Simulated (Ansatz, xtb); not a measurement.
Relative energy of two isomers of C4H6ClFO

Structure I is `F[C@@H]1C[C@@H](Cl)CO1`, a singlet and structure II is `F[C@@H]1C[C@H](Cl)CO1`, a singlet. Both are isolated molecules in the gas phase, relaxed with PBE-D3(BJ)/def2-SVP, each in the lowest conformer that the search found.

I (Å):

```yaml
atoms:
  - { symbol: C, position_ang: [-1.1503, 1.2240, 1.1547] }
  - { symbol: C, position_ang: [0.3626, 1.0326, 1.4048] }
  - { symbol: C, position_ang: [0.7195, -0.2105, 0.5833] }
  - { symbol: C, position_ang: [-0.4034, -0.2205, -0.4544] }
  - { symbol: Cl, position_ang: [0.6559, -1.7081, 1.6094] }
  - { symbol: F, position_ang: [-1.3527, 2.4916, 0.6024] }
  - { symbol: O, position_ang: [-1.5503, 0.2366, 0.2615] }
  - { symbol: H, position_ang: [-1.7992, 1.1630, 2.0533] }
  - { symbol: H, position_ang: [0.8850, 1.9225, 0.9995] }
  - { symbol: H, position_ang: [0.6259, 0.9268, 2.4724] }
  - { symbol: H, position_ang: [1.7315, -0.1800, 0.1392] }
  - { symbol: H, position_ang: [-0.6208, -1.2213, -0.8708] }
  - { symbol: H, position_ang: [-0.1443, 0.4754, -1.2883] }
```

II (Å):

```xyz
13

C    -1.4974    0.7804    0.6046
C    -0.3281    0.9455    1.5995
C     0.7434   -0.0028    1.0398
C     0.3285   -0.1190   -0.4311
Cl    2.4293    0.5863    1.2459
F    -1.7575    2.0075   -0.0013
O    -1.0978   -0.1558   -0.3514
H    -2.4555    0.4300    1.0429
H     0.0252    1.9937    1.5557
H    -0.6104    0.7118    2.6427
H     0.6987   -0.9951    1.5289
H     0.6768   -1.0427   -0.9298
H     0.6887    0.7670   -1.0023
```

Problem. Estimate E(II) − E(I) at the level CCSD(T)/def2-SVP + ΔMP2/def2-TZVPP.

Solution. CCSD(T)/def2-SVP + ΔMP2/def2-TZVPP gives E(II) − E(I) = +0.38 kcal/mol, slightly favouring structure I, which is too small a margin to settle the true order.

How the difference moves with the method:

```
                             level             geometry  E(II) − E(I) (kcal/mol)  departure from the last row (kcal/mol)  job, with rough time for the two
                          GFN2-xTB             GFN2-xTB                     +0.56                                   +0.18              optimisation, 0.29 s
                         HF/STO-3G             GFN2-xTB                     −0.24                                   −0.62              single point, 0.63 s
                r2SCAN-D4/def2-SVP             GFN2-xTB                     +0.26                                   −0.12               single point, 7.5 s
               PBE-D3(BJ)/def2-SVP  PBE-D3(BJ)/def2-SVP                     +0.43                                   +0.05                optimisation, 65 s
                       HF/def2-SVP  PBE-D3(BJ)/def2-SVP                     +0.34                                   −0.04           part of the CCSD(T) run
                      MP2/def2-SVP  PBE-D3(BJ)/def2-SVP                     +0.33                                   −0.05           part of the CCSD(T) run
                  CCSD(T)/def2-SVP  PBE-D3(BJ)/def2-SVP                     +0.34                                   −0.04                      single point
CCSD(T)/def2-SVP + ΔMP2/def2-TZVPP  PBE-D3(BJ)/def2-SVP                     +0.38                                                     single point, 2.2 min
```

As drawn, both hold the same kinds of bond in the same numbers.

The largest departure from CCSD(T)/def2-SVP + ΔMP2/def2-TZVPP is that of HF/STO-3G, 0.62 kcal/mol. The last row adds to CCSD(T) the change of the MP2 difference between the two basis sets, here +0.04 kcal/mol.

With thermal terms from frequencies at re-optimised GFN2-xTB minima (ideal gas, soft modes damped towards free rotors, one conformer each, 298.15 K, 1 atm): on the last row, ΔE + ΔZPE = +0.47, ΔH = +0.45, ΔG = +0.50 kcal/mol.

The correlated steps freeze 11 core orbitals. Codes used: Ansatz 0.2.0, xtb 6.7.1; the last row on 2 threads of Arm Neoverse V1 on a shared host.
